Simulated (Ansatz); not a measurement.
The same silylene extrusion along the group F, Cl, Br.

Computed with Ansatz on PBE0-D4/def2-TZVP structures; ΔE is electronic, products minus reactants. CCSD(T)/CBS is the MP2 limit (def2-TZVPP, def2-QZVPP) plus CCSD(T) − MP2 in def2-TZVPP, frozen cores. This one scheme is used for every species. Functionals use def2-TZVPP. For Br outer-core shells are correlated without core-valence functions, which leaves a few kJ/mol of doubt a bond. Scalar relativity is left out up to krypton. Each species was taken in one conformer, which may not be the lowest.

```tsv
reaction	revPBE-D4 (kcal/mol)	HF/CBS(def2) (kcal/mol)	MP2/CBS(def2) (kcal/mol)	CCSD(T)/CBS(def2) (kcal/mol)
`F[SiH2][NH][AlH2]` → `[NH2][AlH2]` + `F[SiH]`	63.3	66.8	72.0	67.5
`[AlH2][NH][SiH2]Cl` → `[NH2][AlH2]` + `[SiH]Cl`	59.9	62.7	68.6	63.8
`[AlH2][NH][SiH2]Br` → `[NH2][AlH2]` + `[SiH]Br`	58.2	61.2	67.5	62.6
```

Largest T1 diagnostic: 0.015, for `F[SiH]`.
